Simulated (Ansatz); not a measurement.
A nudged elastic band was laid between two geometries of GaGeH3O2 (7 atoms, charge 0, multiplicity 1).

The calculation used Ansatz, RKS CAM-B3LYP-D4/def2-SVP.

* movable images: 7
* climbing image: yes
* spring: 5.0 eV/Å²
* optimiser: quadratic models (default)
* start path: IDPP
* force threshold: 0.5 eV/Å
* iteration limit: 60
* end points: relaxed

Initial state:

```xyz
7
Properties=species:S:1:pos:R:3
O -1.343 -0.450 -0.958
Ga -0.344 0.312 0.303
O 0.497 -1.002 1.294
Ge 2.035 -1.086 0.463
H -1.872 0.154 -1.491
H -0.453 1.754 0.849
H 1.540 0.251 -0.506
```

Final state:

```xyz
7
Properties=species:S:1:pos:R:3
O -1.560 0.235 -0.932
Ga 0.143 -0.196 -0.677
O 0.439 -1.178 0.858
Ge 1.051 0.026 1.985
H -2.174 -0.098 -0.268
H 0.955 1.203 0.769
H 1.208 -0.060 -1.781
```

**Question.** What changes between the two ends?

**Answer.** Bonds broken: Ga2–H6, Ge4–H7. Bonds formed: Ge4–H6. The dihedral H5–O1–Ga2–O3 goes from 176 to -2°.

**Question.** What energy profile does the band end with?

**Answer.** It converged. The highest image is number 5 of 0 to 8, 0.63 eV above the first end and 0.63 eV above the last; the last end lies 0.00 eV below the first. The threshold of 0.5 eV/Å is loose, so the images may lie well off the minimum-energy path. The order of the stationary point at the top wasn't checked. The orbitals stay closed-shell, which can raise the energy where a bond breaks towards radicals; this wasn't checked here.

```csv
image,path coordinate (Å),energy (eV),Ga2–H6 (Å),Ge4–H7 (Å),Ge4–H6 (Å),dihedral H5–O1–Ga2–O3 (°)
0,0.00,0.00,1.55,1.72,3.80,176
1,0.57,0.06,1.55,1.78,3.74,119
2,1.14,0.21,1.55,1.99,3.58,74
3,1.70,0.51,1.56,2.59,3.55,71
4,2.27,0.60,1.58,3.18,3.46,74
5,2.83,0.63,1.59,3.46,3.05,75
6,3.39,0.52,1.66,3.50,2.44,64
7,3.94,0.15,1.87,3.54,1.86,37
8,4.50,0.00,2.17,3.77,1.70,-2
```

**Question.** What is the geometry of the highest image?

**Answer.** 
```xyz
7
Properties=species:S:1:pos:R:3
O -1.649 -0.075 -0.877
Ga 0.042 0.364 -0.472
O 0.604 -1.231 0.912
Ge 2.009 -0.785 1.619
H -2.310 0.098 -0.200
H 0.303 1.521 0.581
H 1.062 0.041 -1.609
```

The run took 110 s on 2 threads of Intel(R) Xeon(R) 6975P-C (Granite Rapids), with other jobs on the host, peak memory 0.34 GiB.
